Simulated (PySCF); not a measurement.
Input of a response calculation (the driver script's job line, then coordinates in Å):

```
{"job": {"kind": "uv", "xc": "wB97X-D", "basis": "def2-SVPD", "ip": true, "nstates": 10}, "charge": 0, "multiplicity": 1}
Si     0.327839     1.597922     0.410561
H      0.463703     1.635540     1.902752
H      1.702401     1.744627    -0.174110
C     -0.810381     2.958826    -0.160252
H     -1.816012     2.821926     0.265590
H     -0.897243     2.959862    -1.257117
H     -0.431407     3.941689     0.160724
O     -0.326498     0.154342    -0.104301
C      0.362364    -1.073165    -0.237271
C     -0.417454    -1.935044    -1.210443
C      0.538995    -1.738052     1.117839
H      1.367189    -0.879344    -0.666818
H     -1.422806    -2.139472    -0.810787
H      0.092141    -2.894210    -1.386424
H     -0.531395    -1.415587    -2.172735
H      1.125228    -1.102751     1.799727
H     -0.443940    -1.918111     1.580446
H      1.060966    -2.702059     1.020359
```

Its output, with some lines taken out ([cut]) and without the SCF cycles:

```
converged SCF energy = -524.0847143609

[cut]

Singlet excitations
state   eV       nm        f      main configurations
[cut]
[cut]
  3   8.2560    150.2   0.06972   H-1->L+1 0.50, H-1->L 0.17, H-1->L+3 0.08
  4   8.3249    148.9   0.00856   H->L+2 0.55, H->L 0.19
  5   8.6432    143.4   0.08253   H-1->L 0.48, H-1->L+1 0.17, H-2->L+1 0.12
  6   8.7961    141.0   0.03581   H-2->L+1 0.25, H-2->L 0.15, H-1->L+2 0.09
  7   8.8957    139.4   0.06001   H->L+3 0.40, H-1->L+2 0.09, H-3->L 0.09
[cut]
  9   9.1479    135.5   0.03236   H-1->L+2 0.23, H-2->L+1 0.16, H-3->L+1 0.13
 10   9.2117    134.6   0.04966   H-2->L 0.41, H-1->L+2 0.20

[cut]
[cut]
```

Computed, not measured: TDDFT wB97X-D/def2-SVPD, vertical, gas phase, core orbitals frozen in the response (PySCF). Isolated species at its PBE0-D3(BJ)/def2-SVP geometry (one conformer only).

Task: What stood in the cut lines?

Result: 
```
Static polarisability (au): isotropic 81.014, principal 72.340 78.761 91.940
  1   7.5523    164.2   0.00282   H->L+1 0.52, H->L 0.19, H->L+3 0.12
  2   7.9579    155.8   0.02647   H->L 0.50, H->L+1 0.27
  8   9.0585    136.9   0.03446   H->L+4 0.59, H->L+5 0.10, H->L+3 0.10
Triplet excitations (Tamm-Dancoff, eV): 7.2994 7.7844 7.9661 8.1607
Vertical ionisation energy (delta-SCF) = 9.8984 eV
```

Task: What share of the summed oscillator strength falls to the strongest level in this window?

Result: State 5 at 143 nm: 0.0825 of 0.4024, or 21%.

Task: How many basis functions and electrons does this run hold?

Result: 223 basis functions for 58 electrons in 29 doubly occupied orbitals.

Task: Which orbital energies lie behind H and L?

Result: HOMO -9.74 eV and LUMO 2.30 eV, a gap of 12.03 eV; state 1 differs from that by -4.48 eV.

Task: Write the structure that the coordinates describe.

Result: SiH2Me(OiPr) (`[H][Si]([H])(C)OC(C)C`) (C4H12OSi), point group C1.

H and L stand for HOMO and LUMO.

wB97X-D is run here without its empirical dispersion term; that term would change no orbital, density or response property at a fixed geometry.
